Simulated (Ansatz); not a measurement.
```yaml
crystal:
  periodic: [false, false, false]
  atoms:
    - {symbol: O, position_ang: [-1.141420, 0.848522, -1.439438]}
    - {symbol: B, position_ang: [-0.413573, 0.252821, -0.483974]}
    - {symbol: C, position_ang: [0.844203, 0.180603, 0.370895]}
    - {symbol: C, position_ang: [-0.312553, -0.877309, 0.519837]}
    - {symbol: H, position_ang: [-0.708722, 1.623107, -1.810620]}
    - {symbol: H, position_ang: [1.781887, -0.186211, -0.037655]}
    - {symbol: H, position_ang: [0.992444, 0.852686, 1.211752]}
    - {symbol: H, position_ang: [-0.081924, -1.889919, 0.201294]}
    - {symbol: H, position_ang: [-0.871841, -0.850599, 1.450708]}
basis:
  gaussian: {orbitals: 6-31G}
hamiltonian: {xc: {name: BLYP}, dispersion: d4}
output: {forces: true}
```

```sh
$ ansatz run in.yaml --threads 2 --pin off --events-out ev --progress --plain --max-ram 4352MiB
```

It prints (some lines left out):

```
Functional definition: BLYP
615 factors; integrals over basis functions are off by at most 2.2e-4 eV
mean field evaluation 1: about -4864.1625 eV, gradient 7.1e1 eV
mean field evaluation 2: about -4845.4722 eV, gradient 1.1e2 eV
mean field evaluation 4: about -4875.2032 eV, gradient 6.6e0 eV
mean field evaluation 8: about -4875.2792 eV, gradient 7.5e-2 eV
mean field -4875.27924226 eV, -179.1632075701 hartree, gradient 4.0e-5 eV, S^2 0.000000; 0 other end points of the search recorded, 0 dependent functions left out
reference -4875.27947412 eV, -179.1632160910 hartree; 15, 15 occupied and 31, 31 virtual orbitals, 615 factors
Total energy: -4875.56292867 eV, -179.1736328533 hartree
Atom 0 at    -1.141420     0.848522    -1.439438 Å, force    -0.971957    -0.289643    -0.373630 eV/Å
Atom 1 at    -0.413573     0.252821    -0.483974 Å, force     0.166212    -0.487977     0.510637 eV/Å
Atom 2 at     0.844203     0.180603     0.370895 Å, force     0.528235     0.330758     0.060151 eV/Å
Atom 3 at    -0.312553    -0.877309     0.519837 Å, force    -0.352594    -0.440693     0.142534 eV/Å
Atom 4 at    -0.708722     1.623107    -1.810620 Å, force     0.333998     1.138721    -0.735900 eV/Å
Atom 5 at     1.781887    -0.186211    -0.037655 Å, force     0.355660    -0.062579    -0.097970 eV/Å
Atom 6 at     0.992444     0.852686     1.211752 Å, force     0.129468     0.236324     0.259987 eV/Å
Atom 7 at    -0.081924    -1.889919     0.201294 Å, force     0.017241    -0.360367    -0.060876 eV/Å
Atom 8 at    -0.871841    -0.850599     1.450708 Å, force    -0.206263    -0.064544     0.295066 eV/Å
Dipole moment:     0.228506     0.270853    -0.081001 e Å
```

It took 0.4 s on 2 threads of an AMD EPYC 9B45 on a shared host, with 0.39 GiB of host memory at the peak.
